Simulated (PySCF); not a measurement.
Species: C6H10NO (doublet state).
Geometry (GFN2-xTB, Å), atoms numbered from 1 in this order:
```xyz
18
C6H10NO angstrom
C      0.698    1.074   -0.908
C     -0.093    0.318    0.083
C     -0.369    1.140    1.346
C     -1.385   -0.039   -0.623
C     -1.596   -1.143   -1.321
N      0.616   -0.913    0.462
C      1.952   -0.967    0.515
O      2.704   -0.083    0.185
H      0.992    0.597   -1.821
H      0.912    2.113   -0.766
H     -0.899    2.054    1.093
H      0.574    1.402    1.820
H     -0.973    0.567    2.048
H     -2.141    0.731   -0.572
H     -0.851   -1.916   -1.413
H     -2.522   -1.310   -1.844
H      0.057   -1.674    0.814
H      2.315   -1.944    0.890
```

The hyperfine couplings belong to this conformer and change with its torsions.

Identity: `[CH2][C@@](C)(C=C)NC=O` [radical].

Computed, not measured: UKS B3LYP, pcH-1 on C H N O, non-relativistic, mean-field spin-orbit, GIAO (PySCF). The structure is a single GFN2-xTB conformer in the gas phase; no vibrational or solvent corrections. Couplings are sensitive to structure, and on GFN2-xTB geometries they can be far from those on DFT ones. Stability of the SCF solution: not tested.

Q: The isotropic 13C couplings are +92.7, +52.7, -26.3, +7.6, -5.3, +0.9 MHz. Assign them to C1; C2; C3; C4; C5; C7.

A: 
| site | a_iso (MHz) | ρ(0) (bohr⁻³) | position | distance from C1 (Å) | spin population | largest \|T\| (MHz) |
| --- | --- | --- | --- | --- | --- | --- |
| C1 | +92.7 | +0.0825 | largest spin population | 0.00 | +1.00 | 161.1 |
| C2 | -26.3 | -0.0234 | 1 bond from C1 | 1.48 | -0.05 | 2.2 |
| C3 | +0.9 | +0.0008 | 2 bonds from C1 | 2.50 | 0.00 | 1.8 |
| C4 | +52.7 | +0.0468 | 2 bonds from C1 | 2.38 | -0.03 | 9.6 |
| C5 | +7.6 | +0.0067 | 3 bonds from C1 | 3.22 | +0.10 | 14.2 |
| C7 | -5.3 | -0.0047 | 3 bonds from C1 | 2.79 | -0.01 | 1.3 |

ρ(0) is the spin density at the nucleus and T the dipolar tensor; entries for several nuclei are means. Largest spin populations (Mulliken): C1 (+1.00) and C5 (+0.10). C1 is the only atom above +0.15. The angles at C1 add up to 359.8°, so it is planar; its axial dipolar tensor and the negative couplings of its protons fit spin in a p orbital normal to that plane.

Nuclei that the bonding pattern makes equivalent are averaged, as if the motion that swaps them (rotation, inversion, ring flip) were fast.
